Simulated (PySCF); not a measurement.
CH₁₀O₂Si₃.
Z-matrix (Å and degrees, PBE0-D3(BJ)/def2-SVP geometry), rows numbered from 1:
```
O 
Si  1  1.6545
O   2  1.6490  1  110.60
Si  3  1.6543  2  158.57  1  -169.87
C   4  1.8724  3  110.24  2    16.50
Si  5  1.8815  4  114.84  3   -54.79
H   1  0.9617  2  116.84  3   -64.42
H   2  1.4927  1  110.94  3   119.42
H   2  1.4845  1  105.36  3  -119.28
H   4  1.4930  3  108.58  2   137.88
H   4  1.4947  3  108.94  2  -103.67
H   5  1.1046  4  108.11  3  -176.63
H   5  1.1040  4  108.99  3    67.50
H   6  1.4955  5  110.26  4   -54.18
H   6  1.4961  5  110.26  4    65.17
H   6  1.4950  5  111.27  4  -174.85
```

Computed with PySCF at PBE0/pcSseg-1, non-relativistic, on one gas-phase PBE0-D3(BJ)/def2-SVP geometry that isn't relaxed in the solvent. The solvent is an IEF-PCM continuum (cavity from Bondi-type radii × 1.2). The model holds no explicit solvent molecules, cavitation or dispersion.

| run | E − E(gas) (kcal/mol) | HOMO (eV) | HOMO–LUMO gap (eV) | dipole (D) |
| --- | --- | --- | --- | --- |
| gas | 0.00 | -8.45 | 8.96 | 1.29 |
| P | -3.38 | -8.39 | 9.01 | 1.49 |
| Q | -1.84 | -8.41 | 8.99 | 1.40 |

The runs were made in chloroform and cyclohexane. Which run belongs to which solvent?

P = chloroform, Q = cyclohexane. The dielectric constants are 2.017 (cyclohexane), 4.711 (chloroform), and the energy falls further as ε rises. In this model the ground state sees the solvent through ε alone.

How constant is the ratio of the lowering to (ε − 1)/(2ε + 1)?

```json
{"solvent": "cyclohexane", "(ε − 1)/(2ε + 1)": "0.202", "E − E(gas) (kcal/mol)": "-1.84", "ratio (kcal/mol)": "-9.1", "polarisation term (kcal/mol)": "-1.92"}
{"solvent": "chloroform", "(ε − 1)/(2ε + 1)": "0.356", "E − E(gas) (kcal/mol)": "-3.38", "ratio (kcal/mol)": "-9.5", "polarisation term (kcal/mol)": "-3.62"}
```

The ratio changes by +3.9 % in size from cyclohexane to chloroform. The polarisation term is half the interaction of the solute with the induced surface charges.
